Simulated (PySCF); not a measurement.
# Ionisation energy along the 40-electron series

Calculated with PySCF 2.14 and a two-component X2C-1e Hamiltonian (Gaussian nucleus, no Breit or QED terms), each ion in its own even-tempered basis scaled to its charge; GMP2 freezes [Ar] 3d10 and drops the highest virtual spinors. Values in eV. NIST values: (m) measured, (s) semi-empirical, (t) theoretical.

```json
{"ion": "Eu²³⁺", "configuration": "[Kr] 4d4", "GHF (screened spin-orbit)": "753.89", "NIST": "755 ± 4 (t)"}
{"ion": "Tb²⁵⁺", "configuration": "[Kr] 4d4", "GHF (screened spin-orbit)": "865.03", "NIST": "866 ± 4 (t)"}
```

Fill in the row of Gd²⁴⁺.

configuration: [Kr] 4d4; GHF (screened spin-orbit): 808.54; NIST: 810 ± 4 (t).
